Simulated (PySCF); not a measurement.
Magnetisability: SMILES C1=CC=C(CO[SiH2]O)O1, C$_{5}$H$_{8}$O$_{3}$Si

Molfile (atoms numbered from 1):
```
C5H8O3Si
     RDKit          3D

 17 17  0  0  0  0  0  0  0  0999 V2000
    3.5843   -1.1471   -0.2991 O   0  0  0  0  0  0  0  0  0  0  0  0
    2.8942    0.3011   -0.4914 Si  0  0  0  0  0  4  0  0  0  0  0  0
    1.3134    0.0309   -0.2048 O   0  0  0  0  0  0  0  0  0  0  0  0
    0.2785    0.9542   -0.2734 C   0  0  0  0  0  0  0  0  0  0  0  0
   -1.0159    0.2958    0.0788 C   0  0  0  0  0  0  0  0  0  0  0  0
   -1.3590   -1.0167    0.1990 C   0  0  0  0  0  0  0  0  0  0  0  0
   -2.7336   -1.0341    0.5465 C   0  0  0  0  0  0  0  0  0  0  0  0
   -3.1186    0.2664    0.6091 C   0  0  0  0  0  0  0  0  0  0  0  0
   -2.0837    1.0824    0.3291 O   0  0  0  0  0  0  0  0  0  0  0  0
    3.1094   -1.8417    0.1512 H   0  0  0  0  0  0  0  0  0  0  0  0
    3.4218    1.2660    0.4743 H   0  0  0  0  0  0  0  0  0  0  0  0
    3.1368    0.7136   -1.8695 H   0  0  0  0  0  0  0  0  0  0  0  0
    0.4594    1.7905    0.4159 H   0  0  0  0  0  0  0  0  0  0  0  0
    0.2186    1.3757   -1.2880 H   0  0  0  0  0  0  0  0  0  0  0  0
   -0.7135   -1.8577    0.0573 H   0  0  0  0  0  0  0  0  0  0  0  0
   -3.3409   -1.8979    0.7230 H   0  0  0  0  0  0  0  0  0  0  0  0
   -4.0585    0.7307    0.8322 H   0  0  0  0  0  0  0  0  0  0  0  0
  1  2  1  0
  2  3  1  0
  3  4  1  0
  4  5  1  0
  5  6  2  0
  6  7  1  0
  7  8  2  0
  8  9  1  0
  9  5  1  0
  1 10  1  0
  2 11  1  0
  2 12  1  0
  4 13  1  0
  4 14  1  0
  6 15  1  0
  7 16  1  0
  8 17  1  0
M  END
```

Computed with PySCF, GIAO PBE0/pcSseg-1 magnetisability, rotational g tensor and spin-rotation constants, non-relativistic, gas phase. Geometry: GFN2-xTB.

Problem. What are the magnetisability and the molar susceptibility?

Solution. Isotropic -1336 × 10⁻³⁰ J/T², or -80.4 × 10⁻⁶ cm³/mol; principal values -1769, -1150, -1089 × 10⁻³⁰ J/T², anisotropy 651 × 10⁻³⁰ J/T² (root of half the summed squared differences of the principal values). The susceptibility is in cgs units.

Problem. Split it along the inertial axes a, b, c into diamagnetic and paramagnetic parts about the centre of mass, with the quadrupole moment.

Solution. 
```
axis  χ (10⁻⁶ cm³/mol)  diamagnetic (10⁻⁶ cm³/mol)  paramagnetic (10⁻⁶ cm³/mol)  summed x² of all electrons (Å²)  quadrupole Θ (D Å)
   a             -69.0                      -376.7                        307.7                            469.0               -3.93
   b             -66.5                     -2068.4                       2001.9                             70.3               +7.98
   c            -105.9                     -2288.0                       2182.1                             18.5               -4.05
```
Anisotropies 2χaa − χbb − χcc = +34.4 and 2χbb − χaa − χcc = +41.9 × 10⁻⁶ cm³/mol. Θ is traceless in Buckingham's convention.

Problem. And the rotational g tensor?

Solution. 
```
axis  rotational constant (GHz)        g  nuclear part  electronic part
   a                     4.8207  -0.0793        0.6176          -0.6968
   b                     0.5890  -0.0123        0.5416          -0.5539
   c                     0.5315  +0.0005        0.5454          -0.5449
```
Asymmetric top; isotopes 12C, 1H, 16O, 28Si; no vibrational averaging.
